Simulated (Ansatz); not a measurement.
Born–Oppenheimer molecular dynamics of GeH6O (8 atoms, charge 0, multiplicity 1). It starts at the highest image of a converged band, a first-order saddle point between two minima.

Theory: RKS PBE0-D4/def2-SVP in Ansatz.

- ensemble: NVE (velocity Verlet)
- time step: 0.5 fs
- steps asked: 200
- starting velocities drawn for: 100 K
- seed: 3569

First frame:

```xyz
8
Properties=species:S:1:pos:R:3
Ge -0.202 0.043 -0.190
H -0.246 0.695 1.617
H 1.111 -0.658 0.207
H -0.072 1.486 -0.693
H -0.774 -0.799 -1.373
O -1.918 -0.324 0.803
H -2.161 -1.252 0.946
H -1.204 0.181 1.569
```

**Question.** How far do the bonds stretch over the last three quarters of this one trajectory? (Pairs bonded in most of those frames.)

**Answer.** 
```csv
bond,mean (Å),spread (Å),shortest,longest
Ge1–H3,1.548,0.008,1.54,1.56
Ge1–H4,1.535,0.005,1.52,1.55
Ge1–H5,1.550,0.024,1.51,1.59
Ge1–O6,1.788,0.118,1.63,1.99
H2–H8,0.763,0.026,0.73,0.80
O6–H7,0.964,0.016,0.93,0.99
```

Mean temperature of the second half: 1830 K. The conserved energy stayed within 0.13 meV per atom of its start (net change -0.056 meV per atom), so the integration is sound. The kinetic energy rose, since the run started high on the potential surface and went downhill. It ends in pieces (GeH4O + H2), so much of that is their flight and rotation, not heat. A run of 0.1 ps of so small a system gives no equilibrium averages. The orbitals stay closed-shell, which can raise the energy where a bond breaks towards radicals; this wasn't checked here.

The run took 3.9 min on 1 thread of Intel(R) Xeon(R) 6975P-C (Granite Rapids), on a shared host, peak memory 0.18 GiB.
